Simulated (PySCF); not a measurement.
## Ni²⁺: excitation energy

Ni²⁺ [Ar] 3d8 (3F) → Ni²⁺ [Ar] 3d7 4s1 (5F), as a difference of total energies. Calculation: PySCF 2.14, in aug-cc-pwCVTZ (10s9p7d4f3g, 127 functions); the non-relativistic Hamiltonian (point nucleus). Correlated levels: valence: [Ar] frozen; valence and next inner shell: [Ne] frozen; nothing frozen. The calculations carry no spin-orbit coupling.

```tsv
method	excitation energy (cm⁻¹)
UHF	45507
LDA	59331
PBE	57712
PBE0	56548
r2SCAN	57003
TPSSh	56884
MN15	67339
r2SCAN0	55878
MP2 (valence)	59064
MP2 (valence and next inner shell)	61393
SCS-MP2 (valence and next inner shell)	61520
MP2 (all electrons)	61617
```

Task: Estimate what SCS-MP2 (valence) gives.

Result: 60576 cm⁻¹, closest to MP2 (valence and next inner shell) among the rows shown.

Task: Estimate what SCS-MP2 (all electrons) gives.

Result: 61618 cm⁻¹, closest to MP2 (all electrons) among the rows shown.

A first-order spin-orbit estimate (lowest level to lowest level, LS coupling) adds -0.011 eV.
